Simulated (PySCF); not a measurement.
A side-by-side comparison of computed properties.

First species: C6H10N2O.
InChI=1S/C6H10N2O/c1-3-8-5-6(9-2)4-7-8/h3-4,6H,1,5H2,2H3/t6-/m0/s1

Second species: C₆H₃NO₂.
Geometry (GFN2-xTB, Å), atoms numbered from 1 in this order:
```xyz
12
C6H3NO2 angstrom
N      4.2016   -1.7192    0.4345
C      3.2763   -1.0736    0.2117
C      2.1959   -0.2968   -0.0605
C      1.2110    0.3745   -0.2921
C      0.1411    1.2177   -0.5985
C     -1.1429    0.9257   -0.3420
C     -1.5455   -0.3352    0.3004
O     -0.8028   -1.2153    0.6553
O     -2.8769   -0.4017    0.4541
H      0.4087    2.1548   -1.0723
H     -1.9403    1.6057   -0.5955
H     -3.1252   -1.2374    0.8790
```

Levels: PBE0/pcSseg-1 for HOMO energy, LUMO energy and HOMO–LUMO gap. Geometries: GFN2-xTB. All species are isolated and taken at one optimised geometry, non-relativistic unless stated. Electronic properties by PySCF.

The conformers computed, where there is a choice (atom-mapped SMILES and torsion angles):
- `[N:1]#[C:2][C:3]#[C:4]/[CH:5]=[CH:6]\[C:7](=[O:8])[OH:9]`: C5–C6–C7–O8 0°, H–O9–C7–C6 180°

The conformers of `C=CN1C[C@@H](OC)C=N1` aren't listed.

Values for the first species:

```
HOMO energy   : -5.70 eV
LUMO energy   : -0.27 eV
HOMO–LUMO gap : 5.43 eV
```

Problem. Estimate the same properties for the second species, and the change in each.

Solution. 
```json
{"property": "HOMO energy", "first": "-5.70 eV", "second": "-8.12 eV", "second less first": "-2.42 eV"}
{"property": "LUMO energy", "first": "-0.27 eV", "second": "-3.11 eV", "second less first": "-2.84 eV"}
{"property": "HOMO–LUMO gap", "first": "5.43 eV", "second": "5.01 eV", "second less first": "-0.42 eV"}
```

